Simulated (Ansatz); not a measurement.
`[CH3][Ga]([F])[I]`. Total charge 0; spin multiplicity 1. I takes the def2 core potential. The geometry is a stationary point of PBE0-D4/def2-TZVP.

```xyz
7

C     0.331    0.489   -0.829
Ga   -0.183   -0.507    0.761
F     0.958   -1.595    1.529
I    -2.368   -0.438    1.921
H    -0.383    0.295   -1.630
H     0.314    1.558   -0.608
H     1.331    0.197   -1.145
```

**Question.** What is the dipole moment at ωB97M-V/def2-TZVPP? (An estimate is asked.)

**Answer.** Ansatz gave: 2.78 D, with components (0.02, 1.69, -2.21) D in this frame, pointing from negative to positive charge.

**Question.** And with PBE, r2SCAN, B3LYP? (An estimate is asked.)

**Answer.** The calculation gave: PBE 2.70 D, r2SCAN 2.77 D, B3LYP 2.79 D.

**Question.** Give the Mulliken charges with ωB97M-V, B3LYP, r2SCAN in def2-TZVPP. (Best estimate.)

**Answer.** Ansatz gave: 
```csv
atom,ωB97M-V,B3LYP,r2SCAN
C1,-0.46,-0.38,-0.31
Ga2,0.64,0.62,0.63
F3,-0.38,-0.38,-0.37
I4,-0.21,-0.22,-0.22
H5,0.13,0.11,0.09
H6,0.13,0.11,0.09
H7,0.14,0.12,0.10
```

B3LYP here is the variant with VWN-RPA as its local correlation; programs differ in this.
